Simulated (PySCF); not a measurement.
# OsS₃⁺: fields on a plane

Method: UPBE/[Os def2-SVP with ECP60, S def2-SVP], scalar-relativistic core potentials, density fitting, no spin–orbit coupling, PySCF.

The doublet minimum has Os–S 2.100 Å (×3); S–Os–S 112.3° (×3).

The plane holds Os1 at (0.00, 0.00), S2 at (2.10, 0.00), S3 at (-0.80, 1.94) Å. Columns run from x = -2.85 to 4.35 Å, rows from y = 4.35 (top) to -1.95 Å, in steps of 0.3 Å. Other isomers or separated fragments may lie lower. Core electrons replaced by a potential are absent, the electrostatic potential uses the reduced nuclear charge, and values within about 0.7 Å of such atoms have no physical meaning.

**Question.** Give the electron density (e/Å³) (cut at 5 e/Å³). Lower edges of the bins (e/Å³): '_' 0.000, '.' 0.030, ':' 0.076, '-' 0.151, '=' 0.268, '+' 0.455, '*' 0.750, '#' 1.218, '%' 1.960, '@' 3.136; top 5.00, each point printed twice.

**Answer.** 
```
__________________________________________________
__________________________________________________
__________________________________________________
__________..........______________________________
______....::------::....__________________________
______..--==++++++==::..__________________________
____..::==****##**++==::..________________________
____..--++**@@@@%%**++--..________________________
____::--++##@@@@@@**++--::..______________________
____::--++##@@@@%%**++--::............____________
____..--==**######**++==--::::::::::::....________
____..::--++********++====----========--....______
______..::--++**##%%%%##++==++******++==::..______
______..::--==##@@@@@@@@##****##%%%%##++--::______
______....--++%%@@====@@%%**##%%@@@@%%**==::..____
______....::==%%@@====@@%%**##%%@@@@%%**==::..____
______....::==##@@@@@@@@##****##%%%%**++--::______
______....::--++##%%%%**++==++******++==::..______
________..::--====++++==------======--::..________
________....::--------::::::::::::::::....________
________......::::::..................____________
__________............____________________________
```

**Question.** Give the electrostatic potential (V) (cut at 20 V). Lower edges of the bins (V): '_' 2.36, '.' 2.46, ':' 2.63, '-' 2.89, '=' 3.31, '+' 3.96, '*' 5.01, '#' 6.66, '%' 9.28, '@' 13.42; top 20.0, each point printed twice.

**Answer.** 
```
------====================----------::::::....____
--========++++++++============--------::::::....__
======++++++++++++++++++==========--------::::::..
====++++************++++++==========--------::::::
==++++****####%%####**++++++++==========------::::
++++****##%%@@@@@@%%##**++++++++==========------::
++++**##@@@@@@@@@@@@%%##**++++++++++========------
++++**%%@@@@@@@@@@@@@@##****++++++++++========----
++++**%%@@@@@@@@@@@@@@%%******++++++++++++======--
++++**%%@@@@@@@@@@@@@@%%##************++++++======
++++**##%%@@@@@@@@@@@@%%############****++++++====
++++**##%%@@@@@@@@@@@@@@%%%%%%%%%%%%%%##****++====
++++****##%%@@@@@@@@@@@@@@@@@@@@@@@@@@%%##**++++==
++++****##%%@@@@@@@@@@@@@@@@@@@@@@@@@@@@%%##**++==
++++****##%%@@@@@@@@@@@@@@@@@@@@@@@@@@@@%%##**++==
++++****##%%@@@@@@@@@@@@@@@@@@@@@@@@@@@@%%##**++==
++++****##%%@@@@@@@@@@@@@@@@@@@@@@@@@@@@%%##**++==
++++****##%%@@@@@@@@@@@@@@@@@@@@@@@@@@%%##**++++==
++++****####%%@@@@@@@@@@@@%%%%%%%%%%%%##****++++==
++++++****####%%%%%%%%%%%%############****++++====
++++++******##############************++++++======
++++++++**********************++++++++++++======--
```

With open d or f shells other occupations or spin states may lie lower. No spin–orbit coupling is included, which matters more the heavier the element.
